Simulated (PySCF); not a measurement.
## Spinor energies of Ta³⁹⁺ (tantalum, charge +39)

Start: [Ar] 3d10 4s2 4p4; 4p1/2 filled at m_j = -1/2, +1/2; 4p3/2 filled at m_j = +1/2, +3/2. Calculated with PySCF 2.14 in an even-tempered Gaussian basis (16 s from 4.6 bohr⁻², ratio 2.8; 13 p from 5.9 bohr⁻², ratio 2.8; 8 d from 11 bohr⁻², ratio 2.8; 4 f from 28 bohr⁻², ratio 3): generalised Hartree-Fock with the X2C-1e Hamiltonian and a Gaussian nucleus; one run each with spin-orbit coupling (SO) switched off, then screened by Boettger's factors.

```json
{"spinor shell": "1s1/2", "electrons": "2", "ε, spin-free (eV)": "-69554.4", "ε, screened SO (eV)": "-69532.0", "weight of nominal j (screened SO)": "1.000", "rms radius, screened SO (bohr)": "0.0211"}
{"spinor shell": "2s1/2", "electrons": "2", "ε, spin-free (eV)": "-13551.2", "ε, screened SO (eV)": "-13542.9", "weight of nominal j (screened SO)": "1.000", "rms radius, screened SO (bohr)": "0.0853"}
{"spinor shell": "2p1/2", "electrons": "2", "ε, spin-free (eV)": "-12098.3", "ε, screened SO (eV)": "-13005.0", "weight of nominal j (screened SO)": "1.000", "rms radius, screened SO (bohr)": "0.0725"}
{"spinor shell": "2p3/2", "electrons": "4", "ε, spin-free (eV)": "-12098.3", "ε, screened SO (eV)": "-11725.5", "weight of nominal j (screened SO)": "1.000", "rms radius, screened SO (bohr)": "0.0798"}
{"spinor shell": "3s1/2", "electrons": "2", "ε, spin-free (eV)": "-4456.6", "ε, screened SO (eV)": "-4452.7", "weight of nominal j (screened SO)": "1.000", "rms radius, screened SO (bohr)": "0.216"}
{"spinor shell": "3p1/2", "electrons": "2", "ε, spin-free (eV)": "-4013.4", "ε, screened SO (eV)": "-4218.1", "weight of nominal j (screened SO)": "1.000", "rms radius, screened SO (bohr)": "0.207"}
{"spinor shell": "3p3/2", "electrons": "4", "ε, spin-free (eV)": "-4013.4", "ε, screened SO (eV)": "-3925.7", "weight of nominal j (screened SO)": "1.000", "rms radius, screened SO (bohr)": "0.221"}
{"spinor shell": "3d3/2", "electrons": "4", "ε, spin-free (eV)": "-3506.0", "ε, screened SO (eV)": "-3541.3", "weight of nominal j (screened SO)": "1.000", "rms radius, screened SO (bohr)": "0.194"}
{"spinor shell": "4s1/2", "electrons": "2", "ε, spin-free (eV)": "-2035.6", "ε, screened SO (eV)": "-2034.2", "weight of nominal j (screened SO)": "1.000", "rms radius, screened SO (bohr)": "0.456"}
{"spinor shell": "4p1/2", "electrons": "2", "ε, spin-free (eV)": "-1878.6", "ε, screened SO (eV)": "-1938.7", "weight of nominal j (screened SO)": "0.999", "rms radius, screened SO (bohr)": "0.450"}
{"spinor shell": "4p3/2", "electrons": "2", "ε, spin-free (eV)": "-1878.6", "ε, screened SO (eV)": "-1851.9", "weight of nominal j (screened SO)": "0.999", "rms radius, screened SO (bohr)": "0.471"}
```

Q: Where does 3d5/2 lie, and what is the 3d spin-orbit splitting (screened SO)?

A: At -3477.9 eV, 63.420 eV above 3d3/2.

```json
{"quantity": "E (hartree)", "spin-free": "-14649.85468", "screened SO": "-14669.21287"}
{"quantity": "M_J", "spin-free": "2", "screened SO": "2"}
{"quantity": "⟨J²⟩", "spin-free": "6.001", "screened SO": "6.003"}
{"quantity": "⟨L²⟩", "spin-free": "2.001", "screened SO": "3.267"}
{"quantity": "⟨S²⟩", "spin-free": "2.000", "screened SO": "1.454"}
```

Each row is a mean over spinors that exchange with the open shell spreads, by up to 17.177 eV (4s1/2).

Breit and QED terms are absent; they matter most for the inner s and p1/2 levels.

Densities and radii are taken from the X2C orbitals without a picture-change correction, which distorts them close to the nucleus.

Without spin-orbit coupling the j labels of p, d and f shells carry no meaning; the spin-free column gives the mean over the occupied spinors of each nl shell.
